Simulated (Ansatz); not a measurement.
A run for Ansatz (a quantum-chemistry and plane-wave program): U-B3LYP/cc-pVTZ on BH3Se (SMILES B[SeH]), a point of a bond scan (R = 2.210 Å).

Ansatz 0.2 input:
```yaml
crystal:
  periodic: [false, false, false]
  atoms:
    - {symbol: B, position_ang: [0.45012458, -0.03983348, -1.50253169]}
    - {symbol: H, position_ang: [-0.28917233, -0.55999492, -2.27043345]}
    - {symbol: H, position_ang: [1.48655015, 0.43721308, -1.81939992]}
    - {symbol: Se, position_ang: [-0.13171131, -0.01087557, 0.31515847]}
    - {symbol: H, position_ang: [1.61113143, 1.04301573, 1.17307661]}
basis:
  gaussian:
    orbitals: cc-pVTZ
hamiltonian:
  xc: {name: B3LYP}
magnetization: {spin_polarized: true, initial_magnetization: 0}
```

The head of its log:

```
WARN ansatz: RAYON_NUM_THREADS=1 ignored (pool sized by the plan → 1); use --threads N
Functional definition: B3LYP
integrals: 0.03 GiB planned
803 factors; their error is unknown
mean field: 0.46 GiB planned
mean field evaluation 1: about -66072.1523 eV, gradient 2.1e1 eV
mean field evaluation 2: about -66067.0552 eV, gradient 3.2e1 eV
```

Task: Predict the final total energy.

Result: -2428.2302 hartree.
